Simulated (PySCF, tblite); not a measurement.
Isomers of C4H12O2Si2, one GFN2-xTB conformer each. Single-point energies are computed at PBE0/pcSseg-1 (PySCF, gas phase, no added dispersion term), electronic only.

```json
{"SMILES": "O=C[SiH2][C@@H]([SiH3])CCO", "GFN2-xTB relative energy (kcal/mol)": "94.7"}
{"SMILES": "COC[SiH2][SiH2]C(C)=O", "GFN2-xTB relative energy (kcal/mol)": "93.0"}
{"SMILES": "CCC(=O)CO[SiH2][SiH3]", "GFN2-xTB relative energy (kcal/mol)": "39.7"}
{"SMILES": "[SiH3]C[SiH]1OCCCO1", "GFN2-xTB relative energy (kcal/mol)": "0.0"}
{"SMILES": "C[SiH2]O[Si@@H](C)C(C)=O", "GFN2-xTB relative energy (kcal/mol)": "14.4"}
{"SMILES": "CC(=O)C[SiH2]C[SiH2]O", "GFN2-xTB relative energy (kcal/mol)": "38.8"}
{"SMILES": "CC(C)C(=O)O[SiH2][SiH3]", "GFN2-xTB relative energy (kcal/mol)": "18.2"}
```

Conformers: `[O:1]=[CH:2][SiH2:3][C@@H:4]([SiH3:5])[CH2:6][CH2:7][OH:8]` with O1–C2–Si3–C4 89°, C2–Si3–C4–Si5 146°, Si3–C4–C6–C7 45°, C4–C6–C7–O8 -60°, C6–C7–O8–H 144°; `[CH3:1][O:2][CH2:3][SiH2:4][SiH2:5][C:6]([CH3:7])=[O:8]` with C1–O2–C3–Si4 -171°, O2–C3–Si4–Si5 39°, C3–Si4–Si5–C6 25°, Si4–Si5–C6–C7 -132°; `[CH3:1][CH2:2][C:3](=[O:4])[CH2:5][O:6][SiH2:7][SiH3:8]` with C1–C2–C3–O4 -13°, C2–C3–C5–O6 172°, C3–C5–O6–Si7 12°, C5–O6–Si7–Si8 58°; `[SiH3:1][CH2:2][SiH:3]1[O:4][CH2:5][CH2:6][CH2:7][O:8]1` with Si1–C2–Si3–O4 -67°, C2–Si3–O4–C5 132°, Si3–O4–C5–C6 21°, O4–C5–C6–C7 -58°, C5–C6–C7–O8 61°; `[CH3:1][SiH2:2][O:3][Si@@H:4]([CH3:5])[C:6]([CH3:7])=[O:8]` with C1–Si2–O3–Si4 -55°, Si2–O3–Si4–C5 -128°, O3–Si4–C6–C7 178°; `[CH3:1][C:2](=[O:3])[CH2:4][SiH2:5][CH2:6][SiH2:7][OH:8]` with C1–C2–C4–Si5 -95°, C2–C4–Si5–C6 -53°, C4–Si5–C6–Si7 -64°, Si5–C6–Si7–O8 179°, C6–Si7–O8–H -61°; `[CH3:1][CH:2]([CH3:3])[C:4](=[O:5])[O:6][SiH2:7][SiH3:8]` with C1–C2–C4–O5 119°, C2–C4–O6–Si7 180°, C4–O6–Si7–Si8 0°.

Task: What does PBE0/pcSseg-1 give for the same structures?

Result: 
```tsv
SMILES	PBE0/pcSseg-1 E (Eh)	PBE0/pcSseg-1 (kcal/mol)	GFN2-xTB (kcal/mol)	point group
C[SiH2]O[Si@@H](C)C(C)=O	-888.51936	0.0	14.4	C1
[SiH3]C[SiH]1OCCCO1	-888.50201	10.9	0.0	C1
CC(=O)C[SiH2]C[SiH2]O	-888.48363	22.4	38.8	C1
CC(C)C(=O)O[SiH2][SiH3]	-888.47024	30.8	18.2	Cs
CCC(=O)CO[SiH2][SiH3]	-888.43785	51.2	39.7	C1
O=C[SiH2][C@@H]([SiH3])CCO	-888.39500	78.0	94.7	C1
COC[SiH2][SiH2]C(C)=O	-888.39167	80.1	93.0	C1
```

GFN2-xTB puts [SiH3]C[SiH]1OCCCO1 lowest instead; measured from each level's own lowest isomer, the values differ by up to 16.7 kcal/mol (O=C[SiH2][C@@H]([SiH3])CCO: 94.7 against 78.0). As drawn, the lowest has an Si–O bond, which the highest lacks; the highest has an Si–Si bond, which the lowest lacks. Neighbours under 2.5 kcal/mol apart (O=C[SiH2][C@@H]([SiH3])CCO and COC[SiH2][SiH2]C(C)=O) can change places with a better method, another conformer or zero-point energy.

Task: Which frontier levels, dipoles and rotational constants go with these structures?

Result: 
```csv
SMILES,"HOMO (eV, PBE0/pcSseg-1)",LUMO (eV),dipole (D),"A, B, C (MHz)"
C[SiH2]O[Si@@H](C)C(C)=O,-6.76,-1.05,2.38,"1902, 998.2, 731.0"
[SiH3]C[SiH]1OCCCO1,-7.57,0.94,1.73,"2406, 932.3, 904.1"
CC(=O)C[SiH2]C[SiH2]O,-7.24,-0.49,2.80,"2282, 745.4, 629.5"
CC(C)C(=O)O[SiH2][SiH3],-7.87,-0.37,2.09,"2755, 786.6, 715.6"
CCC(=O)CO[SiH2][SiH3],-7.45,-1.08,4.18,"2177, 857.9, 687.1"
O=C[SiH2][C@@H]([SiH3])CCO,-7.15,-1.77,1.81,"2186, 948.4, 742.0"
COC[SiH2][SiH2]C(C)=O,-6.64,-0.84,1.82,"1501, 1294, 861.0"
```

Task: What happens when harmonic zero-point energies from GFN2-xTB frequencies are added?

Result: 
```
                    SMILES  ZPE (kcal/mol)  electronic (kcal/mol)  with ZPE (kcal/mol)
  C[SiH2]O[Si@@H](C)C(C)=O            93.1                    0.0                  0.0
       [SiH3]C[SiH]1OCCCO1            95.0                   10.9                 12.7
     CC(=O)C[SiH2]C[SiH2]O            92.0                   22.4                 21.3
   CC(C)C(=O)O[SiH2][SiH3]            92.5                   30.8                 30.2
     CCC(=O)CO[SiH2][SiH3]            91.5                   51.2                 49.5
O=C[SiH2][C@@H]([SiH3])CCO            91.6                   78.0                 76.5
     COC[SiH2][SiH2]C(C)=O            91.7                   80.1                 78.7
```

The zero-point energies span 3.5 kcal/mol. The order is unchanged.

Task: As an exercise, what shares would exp(−E/RT) give at 2000 K from these electronic energies alone (no entropy, no degeneracies)?

Result: RT = 3.974 kcal/mol: C[SiH2]O[Si@@H](C)C(C)=O 93.6 %, [SiH3]C[SiH]1OCCCO1 6.0 %, CC(=O)C[SiH2]C[SiH2]O 0.3 %, CC(C)C(=O)O[SiH2][SiH3] under 0.1 %, CCC(=O)CO[SiH2][SiH3] under 0.1 %, O=C[SiH2][C@@H]([SiH3])CCO under 0.1 %, COC[SiH2][SiH2]C(C)=O under 0.1 %.
